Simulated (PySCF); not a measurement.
A geometry optimisation on `[Cl][Mn]([Cl])[Cl]` [quintet].

Computed with PBE0-D3(BJ)/def2-SVP geometry optimisation, gas phase (PySCF 2.14.0). Start geometry: GFN2-xTB. A driver script takes a list of jobs; this job's settings line and coordinates (Å) are shown.

Input:
```
{"job": {"xc": "PBE0", "basis": "def2-SVP", "d3": "d3bj", "grid": 1, "maxiter": 40, "kind": "geom"}, "charge": 0, "multiplicity": 5}
Mn    -0.186740     0.000810    -0.002080
Cl     1.839790    -0.017110     0.010850
Cl    -0.804920     1.893350    -0.014710
Cl    -0.848130    -1.877050     0.005940
```

Output:
```
step   0  E = -2530.46464949  max force = 0.063729
step   1  E = -2530.48431914  max force = 0.018683
step   2  E = -2530.48693789  max force = 0.005179
step   3  E = -2530.48723633  max force = 0.000628
step   4  E = -2530.48724791  max force = 0.000254
optimisation converged
```

Energies in Eh; «max force» is the largest Cartesian gradient component in Eh/bohr.

Task: How much energy does the optimisation release, in eV?

Result: E(step 0) − E(last step) = 0.022598 Eh, which is 0.615 eV.

Task: Give the first gradient maximum in eV/Å.

Result: With 1 Eh/bohr = 51.422 eV/Å, 3.277 eV/Å.

Summary of the converged run: final energy -2530.48725 Eh after 4 steps; dipole 0.71 D.

Task: Where do the atoms end?

Result: 0.128 Å rms from the input after alignment:
```
atom  x, y, z in Å
Mn1   -0.1818    0.0044   -0.0071
Cl2    1.9622   -0.0179    0.0111
Cl3   -0.8846    2.0381   -0.0047
Cl4   -0.8958   -2.0246    0.0008
```

On Arm Neoverse V2, one thread, no GPU, shared host, this took 50 s wall.
Labels such as C1 count atoms from 1, the log's own numbers from 0.

Caution for open-shell metal species: one SCF solution and one stationary point were followed, and a lower state or a bent or distorted shape isn't ruled out.
